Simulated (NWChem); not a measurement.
System: CH₃ClSZn; SMILES C[S][Zn][Cl]

```xyz
7

Zn     0.2362    -0.5818     0.0193
Cl     0.3273    -2.6881    -0.0585
S      0.1608     1.5830     0.0982
C     -1.6410     1.8763    -0.0315
H     -2.0563     1.5103    -0.9806
H     -1.7754     2.9666     0.0006
H     -2.1967     1.4402     0.8100
```
Atoms are numbered in this order, from 1.

Level: PBE0/def2-SVP (NWChem), optimised geometry, unscaled harmonic frequencies. 

```csv
frequency (cm⁻¹),IR intensity (km/mol)
69,7.2
91,11.3
138,4.7
178,5.1
343,0.3
486,73.1
722,4.5
955,4.8
973,8.9
1337,12.6
1455,8.9
1456,9.4
3069,21.7
3181,4.1
3181,1.2
```

The zero-point energy is 25.2 kcal/mol and the thermal correction to the enthalpy at 298.15 K (with zero-point energy) comes out as 29.8 kcal/mol. The heat capacity Cv is 18.5 cal/(mol K) and the entropy at 298.15 K and 1 atm (symmetry number 1) is 83.5 cal/(mol K). The dipole moment comes out as 1.98 D.

Rigid rotor and harmonic oscillator; modes under 100 cm⁻¹ make the entropy uncertain.
